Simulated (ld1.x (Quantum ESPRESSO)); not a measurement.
**technetium: excitation energies, all-electron against TM**

* Element: technetium (Tc)
* Generator: ld1.x (Quantum ESPRESSO) 7.5
* Type: norm-conserving Troullier–Martins (Kleinman–Bylander form)
* Functional: PBE
* Relativity: fully relativistic
* Frozen core: [Ar] 3d10 4s2
* Valence charge: 13
* Reference configuration: 4p6 4d5 5s2 5p0
* Partial waves: 5s (bound): rc 2.00 bohr; 4p (bound): rc 1.35 bohr; 4d (bound): rc 1.25 bohr
* Local potential: the d channel
* Core correction: none

Open shells are filled in proportion to 2j + 1 (rel_dist='average').

Energies are relative to the spin-unpolarised reference configuration 4p6 4d5 5s2 5p0; without spin polarisation the order of configurations can differ from experiment. The d channel is local and has no spin–orbit splitting in the pseudo-atom. The frozen-core shift is the all-electron ΔE with the core orbitals held at their reference shape minus the fully relaxed ΔE.

**Question.** Give the all-electron excitation energy and the error of the potential for: 4p6 4d5 5s1 5p0; 4p6 4d5 5s0 5p0; 4p6 4d4 5s0 5p0; 4p6 4d5 5s0 5p1; 4p6 4d3 5s0 5p0; 4p5 4d5 5s2 5p0; 4p6 4d6 5s1 5p0.

**Answer.**

```tsv
valence configuration	charge	ΔE all-electron (eV)	error AE − PS (meV)	frozen-core shift (meV)
4p6 4d5 5s1 5p0	+1	8.154	+0.1	+0.2
4p6 4d5 5s0 5p0	+2	23.005	-0.4	+0.7
4p6 4d4 5s0 5p0	+3	51.708	+43	+17
4p6 4d5 5s0 5p1	+1	12.731	+2.2	+0.4
4p6 4d3 5s0 5p0	+4	93.737	+91	+95
4p5 4d5 5s2 5p0	+1	51.553	-4.1	+37
4p6 4d6 5s1 5p0	0	-0.939	-12	+4.8
```

Levels in the configuration 4p6 4d4 5s0 5p0:

| level | all-electron (eV) | pseudo (eV) |
| --- | --- | --- |
| 4p j=1/2 | -77.415 | -77.354 |
| 4p j=3/2 | -74.401 | -74.343 |
| 4d j=3/2 | -35.356 | -35.100 |
| 4d j=5/2 | -35.009 | -35.100 |

Note: ghost state, extra bound levels that the all-electron valence spectrum of the same l lacks: s at -80.7 eV. A true bound ghost makes a file unfit for plane-wave use.
